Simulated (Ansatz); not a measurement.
**Energy profile**

The step: SiNH₃F₂ ([NH2][SiH]([F])[F]) + H₂S → SiH₂SF₂ ([F][SiH]([F])[SH]) + NH₃ (still joined by a long Si–N bond); bonds formed: Si1–S7, N2–H6; bonds broken: H6–S7; bonds weakened to dative contacts: Si1–N2 (atoms numbered as in the saddle structure below).

| atom | x (Å) | y (Å) | z (Å) |
| --- | --- | --- | --- |
| Si1 | -0.1736 | -0.7946 | -0.5687 |
| N2 | 1.0229 | 0.2129 | 0.3516 |
| F3 | 0.7240 | -2.1036 | -0.8245 |
| F4 | -1.2568 | -1.3686 | 0.4316 |
| H5 | -0.4784 | -0.3712 | -1.9339 |
| H6 | 0.2328 | 1.1669 | 0.3423 |
| S7 | -1.3324 | 1.6747 | -0.0915 |
| H8 | 1.9182 | 0.3462 | -0.1092 |
| H9 | 1.1910 | -0.1345 | 1.2918 |
| H10 | -1.8476 | 1.3718 | 1.1106 |

Electronic energies by CCSD(T) at an estimated basis limit (MP2 extrapolated from triple and quadruple zeta, plus CCSD(T) − MP2 in triple zeta), on PBE0-D4/def2-TZVP structures; SiNH5SF2, closed shell; no counterpoise correction. Ansatz 0.2.0; basis: def2-TZVPP and def2-QZVPP; cores frozen in the correlated methods. Extrapolation: Hartree–Fock as exp(−7.88 √X), correlation as X^−2.97.

Give the profile in eV, counted from the separated reactants. (An estimate is asked for; the value comes from the calculation.)

Computed:
| point | eV |
| --- | --- |
| separated: SiNH3F2 (linked as [NH2][SiH]([F])[F]; Si1, N2, F3, F4, H5, H8, H9; singlet) + H2S (H6, S7, H10; singlet) | 0.000 |
| start structure | -0.095 |
| saddle | 1.043 |
| end structure | -0.011 |
| separated: SiH2SF2 (linked as [F][SiH]([F])[SH]; Si1, F3, F4, H5, S7, H10; singlet) + NH3 (N2, H6, H8, H9; singlet) | 0.148 |

The T1 diagnostic stays at or below 0.012.

For scale, one of the runs: CCSD(T)/def2-TZVPP, 247 basis functions, launched by `ansatz run in.yaml --threads 8 --pin off --events-out ev --progress --plain --max-ram 19148MiB`. Time: 31 s of wall clock on 8 CPU threads of an AMD EPYC 9R45; the host was shared. Peak host memory: 5.2 GiB.
